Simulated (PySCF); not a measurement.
# Ionisation energy along the 20-electron series

Calculated with PySCF 2.14 and a two-component X2C-1e Hamiltonian (Gaussian nucleus, no Breit or QED terms), each ion in its own even-tempered basis scaled to its charge; GMP2 freezes [Ne] and drops the highest virtual spinors. Values in eV. NIST values: (m) measured, (s) semi-empirical, (t) theoretical.

```csv
ion,configuration,GHF (spin-free),GMP2 (spin-free),GHF (screened spin-orbit),GMP2 (screened spin-orbit),NIST
Zr²⁰⁺,[Ar] 3d2,862.81,862.82,863.66,863.70,863 ± 4 (t)
Nb²¹⁺,[Ar] 3d2,938.55,938.54,939.59,939.62,940 ± 4 (t)
Mo²²⁺,[Ar] 3d2,1017.4,1017.3,1018.6,1018.6,1019 ± 4 (t)
```

Between Z = 40 and Z = 42 the GMP2 (screened spin-orbit) value grows as Z to the power 3.38.
